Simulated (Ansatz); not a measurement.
C3H10BFOSi (SMILES C[Si](C)(C)OBF), singlet, at a GFN2-xTB geometry, atoms displaced at random by about 0.03 Å a coordinate; HF/STO-3G, gradient in Ansatz (an electronic-structure program).

Ansatz was given this input:
Ansatz 0.2 input:
```yaml
crystal:
  periodic: [false, false, false]
  atoms:
    - {symbol: B, position_ang: [1.46455756, -0.30585833, 1.59508252]}
    - {symbol: F, position_ang: [0.94115646, 0.52596483, 2.51347976]}
    - {symbol: H, position_ang: [2.33038559, -0.85173656, 1.97049960]}
    - {symbol: O, position_ang: [0.82138758, -0.44271725, 0.46659507]}
    - {symbol: Si, position_ang: [-0.35158975, -0.07962988, -0.59747627]}
    - {symbol: C, position_ang: [-1.37982943, 1.42804641, 0.09725878]}
    - {symbol: C, position_ang: [0.55878527, 0.46805042, -2.19251263]}
    - {symbol: C, position_ang: [-1.33613470, -1.63896373, -0.76888412]}
    - {symbol: H, position_ang: [-2.20259959, 1.66029238, -0.59684116]}
    - {symbol: H, position_ang: [-0.82324762, 2.27397501, 0.18829793]}
    - {symbol: H, position_ang: [-1.88766839, 1.03592429, 1.04271555]}
    - {symbol: H, position_ang: [1.18409195, 1.39435939, -2.05946478]}
    - {symbol: H, position_ang: [-0.17955077, 0.68913859, -3.02079444]}
    - {symbol: H, position_ang: [1.19068514, -0.29414436, -2.56524954]}
    - {symbol: H, position_ang: [-1.84891595, -1.96614188, 0.16173386]}
    - {symbol: H, position_ang: [-0.71842313, -2.45739260, -1.12869538]}
    - {symbol: H, position_ang: [-2.14269450, -1.54165152, -1.53517988]}
basis:
  gaussian:
    orbitals: STO-3G
hamiltonian:
  xc: hf
output: {forces: true}
```

Task: Write the output that Ansatz gives for this input, abridged.

Result: 
```
Functional definition: HF
659 factors; integrals over basis functions are off by at most 3.9e-5 eV
mean field evaluation 1: about -16326.2780 eV, gradient 2.6e1 eV
mean field evaluation 2: about -16326.4872 eV, gradient 2.6e1 eV
mean field evaluation 4: about -16329.0436 eV, gradient 1.7e0 eV
mean field evaluation 8: about -16329.0542 eV, gradient 3.5e-2 eV
mean field -16329.05416421 eV, -600.0816723043 hartree, gradient 7.8e-5 eV, S^2 0.000000; 0 other end points of the search recorded, 0 dependent functions left out
the calculation of the forces begins
reference -16329.05416421 eV, -600.0816723043 hartree; 32, 32 occupied and 17, 17 virtual orbitals, 659 factors
Total energy: -16329.05416421 eV, -600.0816723043 hartree
Atom 0 at     1.464558    -0.305858     1.595083 Å, force    -4.331213     2.763304     0.511427 eV/Å
Atom 1 at     0.941156     0.525965     2.513480 Å, force     0.391046    -0.329868    -0.761881 eV/Å
Atom 2 at     2.330386    -0.851737     1.970500 Å, force     2.853527    -1.957112     0.150068 eV/Å
Atom 3 at     0.821388    -0.442717     0.466595 Å, force     1.655240    -0.761102     0.406547 eV/Å
Atom 4 at    -0.351590    -0.079630    -0.597476 Å, force    -0.219910     2.852725    -0.246558 eV/Å
Atom 5 at    -1.379829     1.428046     0.097259 Å, force    -3.271837    -6.178400    -0.572509 eV/Å
Atom 6 at     0.558785     0.468050    -2.192513 Å, force    -1.881198     2.014188    -0.303686 eV/Å
Atom 7 at    -1.336135    -1.638964    -0.768884 Å, force    -2.112726    -0.651722    -0.813471 eV/Å
Atom 8 at    -2.202600     1.660292    -0.596841 Å, force     0.618698    -0.212163     0.390955 eV/Å
Atom 9 at    -0.823248     2.273975     0.188298 Å, force     2.007071     2.836727     1.111497 eV/Å
Atom 10 at    -1.887668     1.035924     1.042716 Å, force     1.396165     1.642395    -1.577787 eV/Å
Atom 11 at     1.184092     1.394359    -2.059465 Å, force    -1.086991    -1.500890     0.053920 eV/Å
Atom 12 at    -0.179551     0.689139    -3.020794 Å, force     1.199453    -0.294552     1.532771 eV/Å
Atom 13 at     1.190685    -0.294144    -2.565250 Å, force     0.848848    -0.954393    -0.301023 eV/Å
Atom 14 at    -1.848916    -1.966142     0.161734 Å, force     0.863591     0.497737    -0.906000 eV/Å
Atom 15 at    -0.718423    -2.457393    -1.128695 Å, force     0.074350     0.110328     0.340094 eV/Å
Atom 16 at    -2.142695    -1.541652    -1.535180 Å, force     0.995884     0.122798     0.985635 eV/Å
Dipole moment:    -0.263863    -0.039978    -0.417945 e Å
```
